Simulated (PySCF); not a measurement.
`FC[C@@H]1OCC1(F)F`, C4H5F3O

Molfile (atoms numbered from 1):
```
C4H5F3O
     RDKit          3D

 13 13  0  0  0  0  0  0  0  0999 V2000
    2.6100   -0.6008    0.2976 F   0  0  0  0  0  0  0  0  0  0  0  0
    1.6702    0.2469   -0.2173 C   0  0  0  0  0  0  0  0  0  0  0  0
    0.3292   -0.4682   -0.3303 C   0  0  2  0  0  0  0  0  0  0  0  0
   -0.5462    0.1435   -1.2838 O   0  0  0  0  0  0  0  0  0  0  0  0
   -1.5882    0.3554   -0.3270 C   0  0  0  0  0  0  0  0  0  0  0  0
   -0.7170   -0.2434    0.7738 C   0  0  0  0  0  0  0  0  0  0  0  0
   -0.3684    0.6014    1.7691 F   0  0  0  0  0  0  0  0  0  0  0  0
   -1.1913   -1.3535    1.3771 F   0  0  0  0  0  0  0  0  0  0  0  0
    1.6199    1.1193    0.4412 H   0  0  0  0  0  0  0  0  0  0  0  0
    1.9965    0.5386   -1.2206 H   0  0  0  0  0  0  0  0  0  0  0  0
    0.4946   -1.5304   -0.5459 H   0  0  0  0  0  0  0  0  0  0  0  0
   -2.4872   -0.2207   -0.5545 H   0  0  0  0  0  0  0  0  0  0  0  0
   -1.8266    1.4125   -0.1972 H   0  0  0  0  0  0  0  0  0  0  0  0
  1  2  1  0
  2  3  1  0
  3  4  1  0
  4  5  1  0
  5  6  1  0
  6  7  1  0
  6  8  1  0
  6  3  1  0
  2  9  1  0
  2 10  1  0
  3 11  1  6
  5 12  1  0
  5 13  1  0
M  END
```

Computed, not measured: GIAO B3LYP/pcSseg-1 magnetisability, rotational g tensor and spin-rotation constants, non-relativistic, gas phase in PySCF 2.14.0. Geometry: GFN2-xTB.

Task: How diamagnetic is it, and how anisotropic?

Result: Isotropic -957 × 10⁻³⁰ J/T², or -57.6 × 10⁻⁶ cm³/mol; principal values -1057, -977, -837 × 10⁻³⁰ J/T², anisotropy 193 × 10⁻³⁰ J/T² (root of half the summed squared differences of the principal values). The susceptibility is in cgs units.

Task: Split it along the inertial axes a, b, c into diamagnetic and paramagnetic parts about the centre of mass, with the quadrupole moment.

Result: 
| axis | χ (10⁻⁶ cm³/mol) | diamagnetic (10⁻⁶ cm³/mol) | paramagnetic (10⁻⁶ cm³/mol) | summed x² of all electrons (Å²) | quadrupole Θ (D Å) |
| --- | --- | --- | --- | --- | --- |
| a | -58.5 | -464.4 | 405.8 | 141.0 | +1.93 |
| b | -61.6 | -755.6 | 694.0 | 72.3 | -5.49 |
| c | -52.8 | -905.0 | 852.2 | 37.1 | +3.56 |

Anisotropies 2χaa − χbb − χcc = -2.7 and 2χbb − χaa − χcc = -11.9 × 10⁻⁶ cm³/mol. Θ is traceless in Buckingham's convention.

Task: And the rotational g tensor?

Result: 
| axis | rotational constant (GHz) | g | nuclear part | electronic part |
| --- | --- | --- | --- | --- |
| a | 2.9149 | -0.0333 | 0.5224 | -0.5557 |
| b | 1.6398 | -0.0130 | 0.5217 | -0.5346 |
| c | 1.3383 | -0.0195 | 0.5163 | -0.5358 |

Asymmetric top; isotopes 12C, 19F, 1H, 16O; no vibrational averaging.
